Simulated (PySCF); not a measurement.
**NaCa: from constants to spectrum**

ROHF-CCSD(T) constants of NaCa, ²Σ⁺ (doublet), unpaired electrons σ ↑ (basis Na pcseg-1, Ca pcseg-1; no relativity; PySCF 2.14; masses 22.9898 and 39.9626 u):

| Quantity | Value |
| --- | --- |
| ωe | 86.2 cm⁻¹ |
| ωexe | 1.69 cm⁻¹ |
| Be | 0.077678 cm⁻¹ |
| αe | 0.00139 cm⁻¹ |
| D (centrifugal) | 2.52e-07 cm⁻¹ |
| De to Na + Ca | 0.125 eV |

Task: Give the vibrational terms G(v) and spacings up to v = 3.

Result: G(v) = ωe(v+½) − ωexe(v+½)².

```
v  G(v) (cm⁻¹)  G(v) − G(v−1)  Bv (cm⁻¹)
0           43                   0.07698
1          125             83    0.07559
2          205             79    0.07420
3          281             76    0.07281
```

Task: How well does the Morse estimate ωe²/(4ωexe) reproduce De, and what is D0?

Result: It gives 0.136 eV, 109 % of the computed De. D0 = De − G(0) = 0.125 − 0.005 = 0.120 eV.

Correlated steps freeze 6 core orbitals. The bond is weak. Basis-set superposition, not corrected here, can be much of De in a small basis, most of all at correlated wavefunction levels. The state was picked by a PBE0 search and need not be the measured ground state.
